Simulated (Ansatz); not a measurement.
# Redistribution: CH3I + C2H6S → CH4S + C2H5I

Species: CH3I (methyl iodide) `CI`, singlet; C2H6S (ethanethiol) `CCS`, singlet; CH4S `CS`, singlet; C2H5I (iodoethane) `CCI`, singlet. The partners trade I for SH; both sit on C, so the bond types are kept.

Shapes, held fixed at every level: PBE0-D4/def2-TZVP. Flexible molecules stand in one conformer, not always the lowest. Programs: Ansatz 0.2.0. The zero-point and thermal change to 298 K, harmonic and unscaled (PBE0-D4/def2-TZVP), is +0.4 kJ/mol.

**What was measured.** Tabulated heats of formation (Active Thermochemical Tables, CRC Handbook of Chemistry and Physics): CH3I +15.0 (ATcT); C2H6S -46.1 (CRC); CH4S -22.9 (CRC); C2H5I -7.1 (ATcT) kJ/mol, which give ΔH(298 K) = +1.2 kJ/mol.

```tsv
level	kind	ΔH (kJ/mol)	computed − measured	CPU time (all species)
SPW92/def2-TZVPP	LDA	+0.1	-1.0	9.5 s
PBE-D4/def2-TZVPP	GGA	-0.2	-1.3	17 s
r2SCAN-D4/def2-TZVPP	meta-GGA	-0.3	-1.5	28 s
BHLYP-D4/def2-TZVPP	global hybrid	-0.1	-1.3	20 s
B2PLYP/def2-TZVPP	double hybrid	-0.1	-1.2	30 s
MP2/def2-TZVPP	perturbation theory	-1.0	-2.2	–
CCSD(T)/def2-TZVPP	coupled cluster or CI	0.0	-1.1	4.4 min
```

All levels lie within 4 kJ/mol, near the uncertainty of the heats themselves, so they can't be ranked here. For atoms past krypton def2 sets carry core potentials with scalar relativity. Correlated rows may include outer-core shells of I, which these sets cover unevenly. Times are processor times on shared x86 and Arm servers, and rough.
